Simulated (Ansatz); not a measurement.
C3H5FGe can be A, `FC#C[CH2][GeH3]`, or B, `[F][GeH2][C]1=CC1`.

Calculated with Ansatz (gas phase, PBE0-D4/def2-TZVP geometries, no zero-point term in ΔE). CBS: MP2 limit from def2 TZ/QZ plus the TZ coupled-cluster correction, frozen cores. DFT in def2-TZVPP. B3LYP here is the variant with VWN-RPA as its local correlation; programs differ in this. For Ge outer-core shells are correlated without core-valence functions, which leaves a few kJ/mol of doubt a bond. Scalar relativity is left out up to krypton. Each species was taken in one conformer, which may not be the lowest.

(1) Which isomer does CCSD(T)/CBS put lower? Give the gap. (Estimate.)

(2) Give E(B) − E(A) in kJ/mol with r2SCAN-D4, PBE-D4, CCSD(T)/def2-TZVPP, ωB97M-V, B2PLYP, B3LYP, B3LYP-D4. (Estimate.)

Largest T1 diagnostic: 0.012.

Results:

(1) The calculation gave: B, by 133.3 kJ/mol.

(2) Ansatz gave: r2SCAN-D4 -135.0, PBE-D4 -125.6, CCSD(T)/def2-TZVPP -132.0, ωB97M-V -131.6, B2PLYP -128.3, B3LYP -122.6, B3LYP-D4 -123.5. None reverses the order clearly.

From PBE to PBE0 (25 % exact exchange), in def2-TZVPP and without D4, E(B) − E(A) moves by −6.6 kJ/mol.
